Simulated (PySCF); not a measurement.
C6H9ClO (charge +1 and doublet state).
Z-matrix (Å and degrees, GFN2-xTB geometry), rows numbered from 1:
```
O 
C   1  1.3788
C   2  1.5193  1  109.17
C   3  1.4703  2  114.59  1  -165.37
C   4  1.3467  3  123.65  2    10.76
C   5  1.4922  4  121.49  3     0.38
Cl  6  1.8212  5  100.92  4   -97.82
C   6  1.5145  5  113.47  4    19.83
H   1  0.9669  2  112.60  3  -175.28
H   2  1.1135  1  111.02  3   119.15
H   3  1.0987  2  110.09  1    69.90
H   3  1.1008  2  109.40  1   -42.21
H   4  1.0814  3  116.69  2  -172.75
H   5  1.0794  4  121.21  3  -178.49
H   6  1.0913  5  112.80  4   148.32
H   8  1.0928  2  108.70  1    62.65
H   8  1.0905  2  110.07  1   -56.17
```

The hyperfine couplings belong to this conformer and change with its torsions.

The species is `O[C@@H]1C[CH+][CH][C@@H](Cl)C1` [radical] (charge +1).

Computed with UKS B3LYP, pcH-1 on C Cl H O, non-relativistic, mean-field spin-orbit, GIAO (PySCF 2.14.0). One conformer (not necessarily the lowest) at the GFN2-xTB geometry, without solvent, vibrations or thermal averaging. The geometry wasn't refined by DFT: couplings that depend on bond lengths, twists or pyramidal angles can differ widely from those at the functional's own minimum, by a factor of two or more for some ions and for spin on atoms past the first row. Stability of the SCF solution: not tested.

Largest spin populations (Mulliken): C5 (+0.30), C4 (+0.24), Cl7 (+0.23) and O1 (+0.10). Three atoms exceed +0.15.

Q: McConnell's relation a(H) = Q·ρ ties the coupling of a proton on a planar π carbon to the spin population of that carbon. What Q do the computed values give?

A: 
```csv
H,C,ρ(C),a(H) (G),a/ρ (G)
H13,C4,+0.243,-4.41,-18.1
H14,C5,+0.298,-7.16,-24.0
```

A least-squares line through the origin gives Q = -21.7 G with Mulliken populations. In every row coupling and population have opposite signs.

Couplings in gauss use g_iso = 2.0129.
